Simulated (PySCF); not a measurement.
Can point charges reproduce the dipole moment of `C/C(F)=C1/CC/C1=C/F`?

Coordinates (GFN2-xTB, Å) and charges (e) from the PBE0/pcSseg-1 density (PySCF):

```json
{"atom": "C1", "x": "2.440", "y": "0.400", "z": "0.295", "Mulliken": "-0.2270", "IAO": "-0.4504", "Hirshfeld": "-0.1248", "ESP-fitted": "-0.4277"}
{"atom": "C2", "x": "1.350", "y": "-0.605", "z": "0.371", "Mulliken": "+0.2303", "IAO": "+0.2970", "Hirshfeld": "+0.0947", "ESP-fitted": "+0.2998"}
{"atom": "F3", "x": "1.799", "y": "-1.833", "z": "0.752", "Mulliken": "-0.2910", "IAO": "-0.2834", "Hirshfeld": "-0.0905", "ESP-fitted": "-0.2084"}
{"atom": "C4", "x": "0.047", "y": "-0.490", "z": "0.130", "Mulliken": "-0.2438", "IAO": "-0.0735", "Hirshfeld": "-0.0421", "ESP-fitted": "-0.1124"}
{"atom": "C5", "x": "-1.072", "y": "-1.503", "z": "0.201", "Mulliken": "-0.1068", "IAO": "-0.2608", "Hirshfeld": "-0.0705", "ESP-fitted": "-0.1149"}
{"atom": "C6", "x": "-2.046", "y": "-0.389", "z": "-0.238", "Mulliken": "-0.1191", "IAO": "-0.2629", "Hirshfeld": "-0.0661", "ESP-fitted": "-0.2258"}
{"atom": "C7", "x": "-0.873", "y": "0.561", "z": "-0.283", "Mulliken": "-0.3285", "IAO": "-0.0508", "Hirshfeld": "-0.0303", "ESP-fitted": "+0.0410"}
{"atom": "C8", "x": "-0.841", "y": "1.847", "z": "-0.597", "Mulliken": "+0.2973", "IAO": "+0.1068", "Hirshfeld": "+0.0235", "ESP-fitted": "-0.1306"}
{"atom": "F9", "x": "0.280", "y": "2.597", "z": "-0.599", "Mulliken": "-0.2859", "IAO": "-0.2721", "Hirshfeld": "-0.0756", "ESP-fitted": "-0.1164"}
{"atom": "H10", "x": "2.062", "y": "1.359", "z": "-0.032", "Mulliken": "+0.1529", "IAO": "+0.1748", "Hirshfeld": "+0.0409", "ESP-fitted": "+0.1332"}
{"atom": "H11", "x": "3.205", "y": "0.053", "z": "-0.400", "Mulliken": "+0.1354", "IAO": "+0.1628", "Hirshfeld": "+0.0522", "ESP-fitted": "+0.1476"}
{"atom": "H12", "x": "2.907", "y": "0.508", "z": "1.274", "Mulliken": "+0.1362", "IAO": "+0.1628", "Hirshfeld": "+0.0525", "ESP-fitted": "+0.1474"}
{"atom": "H13", "x": "-1.250", "y": "-1.904", "z": "1.197", "Mulliken": "+0.1381", "IAO": "+0.1492", "Hirshfeld": "+0.0442", "ESP-fitted": "+0.0879"}
{"atom": "H14", "x": "-0.972", "y": "-2.331", "z": "-0.498", "Mulliken": "+0.1381", "IAO": "+0.1492", "Hirshfeld": "+0.0442", "ESP-fitted": "+0.0884"}
{"atom": "H15", "x": "-2.526", "y": "-0.554", "z": "-1.200", "Mulliken": "+0.1391", "IAO": "+0.1481", "Hirshfeld": "+0.0451", "ESP-fitted": "+0.1070"}
{"atom": "H16", "x": "-2.805", "y": "-0.127", "z": "0.497", "Mulliken": "+0.1390", "IAO": "+0.1480", "Hirshfeld": "+0.0451", "ESP-fitted": "+0.1064"}
{"atom": "H17", "x": "-1.710", "y": "2.424", "z": "-0.880", "Mulliken": "+0.0956", "IAO": "+0.1552", "Hirshfeld": "+0.0577", "ESP-fitted": "+0.1771"}
```

**Question.** Compute μ = Σ q r for each scheme (1 e·Å = 4.803 D) and compare with the dipole of the full density.

**Answer.** The full density gives (-1.36, 0.33, -0.30) D, 1.43 D in size; dipole vectors point from the negative to the positive end.

```csv
scheme,μx,μy,μz,size (D),share of the full size (%),angle to the full dipole (°)
Mulliken,-2.54,0.42,-0.52,2.63,184,4
IAO,-2.62,0.60,-0.58,2.75,193,1
Hirshfeld,-0.86,0.23,-0.20,0.91,64,1
ESP-fitted,-1.36,0.34,-0.31,1.44,101,1
```

**Question.** Which set comes closest?

**Answer.** Length of the difference vector: ESP-fitted 0.02 D, Hirshfeld 0.52 D, Mulliken 1.21 D, IAO 1.33 D. Closest: ESP-fitted. ESP charges are fitted to the potential around the molecule, whose slowest-falling term is the dipole's. The schemes that divide the density aren't constrained to reproduce the dipole.

**Question.** What is left for the Hirshfeld atoms' own dipoles?

**Answer.** The Hirshfeld atoms' densities add up to the full density, so μ = Σ q r + Σ (atomic dipoles). The atomic dipoles sum to (-1.36, 0.33, -0.30) − (-0.86, 0.23, -0.20) = (-0.50, 0.10, -0.10) D, 0.52 D in size.

**Question.** With the origin at the mean of the coordinates, (0.000, 0.001, -0.001) Å, which are the largest single terms, by size, of the Mulliken dipole along the direction of the full one?

**Answer.** F3 +3.20, C1 +2.49, C8 +1.93, H11 -1.92, H12 -1.91 D; all 17 atoms together +2.62 D. The single terms depend on the origin, their sum doesn't.

**Question.** Give the size of the full dipole in other units.

**Answer.** 1.43 D = 0.562 au = 0.297 e·Å = 4.76 × 10⁻³⁰ C·m.

Geometry: GFN2-xTB; no solvent, vibrations or thermal averaging.
